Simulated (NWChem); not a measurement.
Everything below was run with NWChem. System: Cl3Ga, charge 0, spin multiplicity 1, at a geometry optimised with B3LYP/def2-SVP. The structure started from a generated list of species. Level: RHF/def2-TZVP.

The NWChem input:

```
start mol
memory heap 200 mb stack 900 mb global 1100 mb
geometry units angstroms nocenter noautoz
  Ga     0.000000     0.000000    -0.000005
  Cl     0.000000     0.000000     2.137398
  Cl     1.851053     0.000000    -1.068694
  Cl    -1.851053     0.000000    -1.068694
  symmetry group C2v
end
basis spherical
  * library def2-tzvp
end
scf
  rhf
  nopen 0
  maxiter 100
  thresh 1e-7
  semidirect memsize 60000000 filesize 0
end
task scf energy
```

NWChem printed:

```
             Northwest Computational Chemistry Package (NWChem) 7.3.0
             --------------------------------------------------------

                                NWChem Input Module
                                -------------------

 Scaling coordinates for geometry "geometry" by  1.889725989
 (inverse scale =  0.529177249)

 Turning off AUTOSYM since
 SYMMETRY directive was detected!

                             Geometry "geometry" -> ""
                             -------------------------

 Output coordinates in angstroms (scale by  1.889725989 to convert to a.u.)

  No.       Tag          Charge          X              Y              Z
 ---- ---------------- ---------- -------------- -------------- --------------
    1 Ga                  31.0000     0.00000000     0.00000000    -0.00000500
    2 Cl                  17.0000     0.00000000     0.00000000     2.13739800
    3 Cl                  17.0000     1.85105300     0.00000000    -1.06869400
    4 Cl                  17.0000    -1.85105300     0.00000000    -1.06869400

 Effective nuclear repulsion energy (a.u.)     515.3522613672

            Nuclear Dipole moment (a.u.)
            ----------------------------
        X                 Y               Z
 ---------------- ---------------- ----------------
     0.0000000000     0.0000000000     0.0000283459

      Symmetry information
      --------------------

 Group name             C2v
 Group number             16
 Group order               4
 No. of unique centers     3

      Symmetry unique atoms

     1    2    3


 Summary of "ao basis" -> "" (spherical)
 ------------------------------------------------------------------------------
       Tag                 Description            Shells   Functions and Types
 ---------------- ------------------------------  ------  ---------------------
 *                         def2-tzvp                  on all atoms

 Summary of "ao basis" -> "ao basis" (spherical)
 ------------------------------------------------------------------------------
       Tag                 Description            Shells   Functions and Types
 ---------------- ------------------------------  ------  ---------------------
 Ga                        def2-tzvp                16       48   6s5p4d1f
 Cl                        def2-tzvp                13       37   5s5p2d1f

                                 NWChem SCF Module
                                 -----------------

  ao basis        = "ao basis"
  functions       =   159
  atoms           =     4
  closed shells   =    41
  open shells     =     0
  charge          =   0.00
  wavefunction    = RHF
  use symmetry    = T
  symmetry adapt  = T

 Summary of "ao basis" -> "ao basis" (spherical)
 ------------------------------------------------------------------------------
       Tag                 Description            Shells   Functions and Types
 ---------------- ------------------------------  ------  ---------------------
 Ga                        def2-tzvp                16       48   6s5p4d1f
 Cl                        def2-tzvp                13       37   5s5p2d1f

      Symmetry analysis of basis
      --------------------------

        a1         62
        a2         20
        b1         45
        b2         32

 Forming initial guess at       0.2s

      Superposition of Atomic Density Guess
      -------------------------------------

 Sum of atomic energies:       -3301.65775010

      Non-variational initial energy
      ------------------------------
[...]
    21 a1         22 b2         23 a1         24 b1         25 a1
    26 a1         27 b1         28 b2         29 a2         30 a1
    31 b1         32 a1         33 a1         34 b1         35 a1
    36 b2         37 b1         38 a1         39 a2         40 b2
    41 b1         42 b2         43 a1         44 a1         45 b1
    46 a1         47 a1         48 b1         49 a1         50 b2
    51 a2

             Final eigenvalues
             -----------------

              1
    1 -378.9155
    2 -104.8463
    3 -104.8463
    4 -104.8463
    5  -48.2632
    6  -42.5935
    7  -42.5900
    8  -42.5900
    9  -10.5748
   10  -10.5748
   11  -10.5748
   12   -8.0414
   13   -8.0414
   14   -8.0414
   15   -8.0404
   16   -8.0404
   17   -8.0404
   18   -8.0403
   19   -8.0403
   20   -8.0403
   21   -6.4940
   22   -4.5911
   23   -4.5857
   24   -4.5857
   25   -1.3060
   26   -1.3024
   27   -1.3024
   28   -1.3005
   29   -1.3005
   30   -1.1081
   31   -1.0868
   32   -1.0868
   33   -0.6290
   34   -0.5383
   35   -0.5383
   36   -0.5067
   37   -0.4816
   38   -0.4816
   39   -0.4812
   40   -0.4812
   41   -0.4709
   42    0.0503
   43    0.0517
   44    0.1686
   45    0.1686
   46    0.2232
   47    0.2795
   48    0.2795
   49    0.2807
   50    0.2902
   51    0.2902

                       ROHF Final Molecular Orbital Analysis
                       -------------------------------------

 Vector   39  Occ=2.000000D+00  E=-4.812325D-01  Symmetry=a2
              MO Center= -6.3D-09, -3.9D-15, -1.0D+00, r^2= 4.5D+00
   Bfn.  Coefficient  Atom+Function         Bfn.  Coefficient  Atom+Function
  ----- ------------  ---------------      ----- ------------  ---------------
   101      0.383308  3 Cl py               138     -0.383308  4 Cl py
   104      0.250027  3 Cl py               141     -0.250027  4 Cl py
    98      0.175897  3 Cl py               135     -0.175897  4 Cl py

 Vector   40  Occ=2.000000D+00  E=-4.812318D-01  Symmetry=b2
              MO Center=  6.3D-09, -6.6D-15,  1.0D+00, r^2= 4.5D+00
   Bfn.  Coefficient  Atom+Function         Bfn.  Coefficient  Atom+Function
  ----- ------------  ---------------      ----- ------------  ---------------
    64      0.442609  2 Cl py                67      0.288708  2 Cl py
   101     -0.221300  3 Cl py               138     -0.221300  4 Cl py
    61      0.203110  2 Cl py                55     -0.161159  2 Cl py

 Vector   41  Occ=2.000000D+00  E=-4.708707D-01  Symmetry=b1
              MO Center=  7.1D-14, -1.2D-17,  1.3D-04, r^2= 5.6D+00
   Bfn.  Coefficient  Atom+Function         Bfn.  Coefficient  Atom+Function
  ----- ------------  ---------------      ----- ------------  ---------------
    63      0.320943  2 Cl px               102     -0.277926  3 Cl pz
   139      0.277926  4 Cl pz                66      0.212071  2 Cl px
   105     -0.183647  3 Cl pz               142      0.183647  4 Cl pz
   100     -0.160447  3 Cl px               137     -0.160447  4 Cl px

 Vector   42  Occ=0.000000D+00  E= 5.028012D-02  Symmetry=b2
              MO Center=  1.5D-14, -3.1D-15, -7.2D-06, r^2= 4.6D+00
   Bfn.  Coefficient  Atom+Function         Bfn.  Coefficient  Atom+Function
  ----- ------------  ---------------      ----- ------------  ---------------
    20      0.919411  1 Ga py                17      0.370096  1 Ga py
    67     -0.263124  2 Cl py               104     -0.263125  3 Cl py
   141     -0.263125  4 Cl py

 Vector   43  Occ=0.000000D+00  E= 5.169078D-02  Symmetry=a1
              MO Center=  2.9D-13, -1.8D-13, -1.7D-05, r^2= 4.9D+00
   Bfn.  Coefficient  Atom+Function         Bfn.  Coefficient  Atom+Function
  ----- ------------  ---------------      ----- ------------  ---------------
     6      1.361848  1 Ga s                 68      0.365801  2 Cl pz
    53     -0.352999  2 Cl s                 90     -0.353005  3 Cl s
   127     -0.353005  4 Cl s                  5      0.336815  1 Ga s
   103      0.316799  3 Cl px               140     -0.316799  4 Cl px
     4     -0.214921  1 Ga s                105     -0.182898  3 Cl pz

 Vector   44  Occ=0.000000D+00  E= 1.686094D-01  Symmetry=a1
              MO Center=  2.9D-10,  1.2D-14, -6.4D-02, r^2= 7.8D+00
   Bfn.  Coefficient  Atom+Function         Bfn.  Coefficient  Atom+Function
  ----- ------------  ---------------      ----- ------------  ---------------
    21      1.761218  1 Ga pz                53     -1.040004  2 Cl s
    90      0.520001  3 Cl s                127      0.520001  4 Cl s
    68      0.459532  2 Cl pz               103     -0.335124  3 Cl px
   140      0.335124  4 Cl px                18      0.203543  1 Ga pz

 center of mass
 --------------
 x =   0.00000000 y =   0.00000000 z =   0.00000006

 moments of inertia (a.u.)
 ------------------
         855.735843946125           0.000000000000           0.000000000000
           0.000000000000        1711.485483681185           0.000000000000
           0.000000000000           0.000000000000         855.749639735060

  Mulliken analysis of the total density
  --------------------------------------

    Atom       Charge   Shell Charges
 -----------   ------   -------------------------------------------------------
    1 Ga  31    30.04   2.00  2.00  1.16  0.81  0.64  0.08  5.98  4.45  1.55  0.85  0.13  8.91  1.12  0.12  0.16  0.08
    2 Cl  17    17.32   2.01  0.45  1.52  1.09  0.86  4.18  1.69  1.07  2.86  1.56  0.01  0.02  0.00
    3 Cl  17    17.32   2.01  0.45  1.52  1.09  0.86  4.18  1.69  1.07  2.86  1.56  0.01  0.02  0.00
    4 Cl  17    17.32   2.01  0.45  1.52  1.09  0.86  4.18  1.69  1.07  2.86  1.56  0.01  0.02  0.00

       Multipole analysis of the density wrt the origin
       ------------------------------------------------

     L   x y z        total         open         nuclear
     -   - - -        -----         ----         -------
     0   0 0 0     -0.000000      0.000000     82.000000

     1   1 0 0     -0.000000      0.000000      0.000000
     1   0 1 0     -0.000000      0.000000      0.000000
     1   0 0 1     -0.000019      0.000000      0.000028

     2   2 0 0    -43.703309      0.000000    416.020083
     2   1 1 0     -0.000000      0.000000      0.000000
     2   1 0 1     -0.000000      0.000000      0.000000
     2   0 2 0    -37.830160      0.000000      0.000000
     2   0 1 1     -0.000000      0.000000      0.000000
     2   0 0 2    -43.703295      0.000000    416.013376

 Task  times  cpu:        9.1s     wall:        9.1s

 Total times  cpu:        9.1s     wall:        9.1s
```
